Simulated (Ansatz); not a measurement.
The same molecule with X = F, Cl, Br. Ansatz, PBE0-D4/def2-TZVP geometries, multiplicity 1. Each molecule was computed in one conformer, which needn't be the lowest.

Scalar relativity is left out up to krypton.

```json
{"X": "F", "molecule": "`C=C[Si](N)(N)F`", "mean X–Si bond length / Å": "1.606", "HOMO–LUMO gap (ωB97M-V/def2-TZVPP) / eV": "11.51", "HOMO energy (ωB97M-V/def2-TZVPP) / eV": "-9.73", "HOMO–LUMO gap (PBE/def2-TZVPP) / eV": "4.68"}
{"X": "Br", "molecule": "`C=C[Si](N)(N)Br`", "mean X–Si bond length / Å": "2.251", "HOMO–LUMO gap (ωB97M-V/def2-TZVPP) / eV": "11.42", "HOMO energy (ωB97M-V/def2-TZVPP) / eV": "-9.81", "HOMO–LUMO gap (PBE/def2-TZVPP) / eV": "4.65"}
```

(1) Give the row for X = Cl, `C=C[Si](N)(N)Cl`. (An estimate is asked.)

Results:

(1) The calculation gave: 
```json
{"X": "Cl", "molecule": "`C=C[Si](N)(N)Cl`", "mean X–Si bond length / Å": "2.078", "HOMO–LUMO gap (ωB97M-V/def2-TZVPP) / eV": "11.46", "HOMO energy (ωB97M-V/def2-TZVPP) / eV": "-9.80", "HOMO–LUMO gap (PBE/def2-TZVPP) / eV": "4.67"}
```

From F to Br the mean X–Si bond length rises at each step, by 0.645 Å in all; the HOMO–LUMO gap (ωB97M-V/def2-TZVPP) falls at each step, by 0.09 eV in all; the HOMO energy (ωB97M-V/def2-TZVPP) falls at each step, by 0.08 eV in all; the HOMO–LUMO gap (PBE/def2-TZVPP) hardly changes. Bonds lengthen as the atom grows down the group.

Spin–orbit coupling is left out; it splits and shifts lone-pair levels of the heavy atoms by tenths of an eV.
